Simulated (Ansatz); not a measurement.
`[SiH3][N]([SiH3])[AlH][Cl]` + `N[SiH3]` → `[SiH3][NH][AlH][Cl]` + `[SiH3]N[SiH3]` at 298.15 K and 1 bar (ligand exchange at the Al–N bond).

Program: Ansatz. Geometries: PBE0-D4/def2-TZVP. ΔE: electronic, gas phase. CCSD(T)/CBS is the MP2 limit (def2-TZVPP, def2-QZVPP) plus CCSD(T) − MP2 in def2-TZVPP, frozen cores. This one scheme is used for every species. One conformer a species, not always the lowest.

```json
{"species": "`[SiH3][N]([SiH3])[AlH][Cl]`", "CCSD(T)/CBS energy (Eh)": "-1339.00991", "H − E (kJ/mol)": "199.3", "S (J/(mol·K))": "403.0"}
{"species": "`N[SiH3]`", "CCSD(T)/CBS energy (Eh)": "-346.80422", "H − E (kJ/mol)": "145.7", "S (J/(mol·K))": "264.3"}
{"species": "`[SiH3][NH][AlH][Cl]`", "CCSD(T)/CBS energy (Eh)": "-1048.70845", "H − E (kJ/mol)": "151.8", "S (J/(mol·K))": "352.3"}
{"species": "`[SiH3]N[SiH3]`", "CCSD(T)/CBS energy (Eh)": "-637.10515", "H − E (kJ/mol)": "192.6", "S (J/(mol·K))": "335.6"}
```

H − E and S are ideal-gas, rigid-rotor, harmonic terms from PBE0-D4/def2-TZVP, for one conformer and one mirror image of each species. 1 Eh = 2625.50 kJ/mol, R = 8.31446 J/(mol·K).

**Question.** By hand: ΔE, ΔH, ΔS and ΔG.

**Answer.** ΔE = (-1048.70845) + (-637.10515) − (-1339.00991) − (-346.80422) = 0.00053 Eh = 1.4 kJ/mol. Δ(H − E) = 151.8 + 192.6 − 199.3 − 145.7 = -0.6, so ΔH = 0.8 kJ/mol. ΔS = 352.3 + 335.6 − 403.0 − 264.3 = 20.6 J/(mol·K). ΔG = 0.8 − 298.15 × (20.6)/1000 = -5.3 kJ/mol.

**Question.** By hand: the equilibrium constant, and the temperature at which ΔG would vanish if ΔH and ΔS stayed fixed.

**Answer.** log₁₀ K = −ΔG/(RT ln 10) = 0.9. ΔG = 0 at ΔH/ΔS = 39 K, though so small a ΔH makes that figure unsure.

TΔS isn't small against ΔH here. The sign of ΔG lies within the doubt. A doubt of 5 kJ/mol in ΔE shifts log₁₀ K by 0.9 here. Other conformers and mirror images would add mixing entropy, several J/(mol·K) or more a flexible species. Modes under 60 cm⁻¹, often nearly free rotors, make the harmonic entropy too high. These are equilibria of isolated gas molecules and say nothing of rates. Largest T1 diagnostic: 0.011 (customary marks: 0.02 for closed shells, 0.045 for open ones).
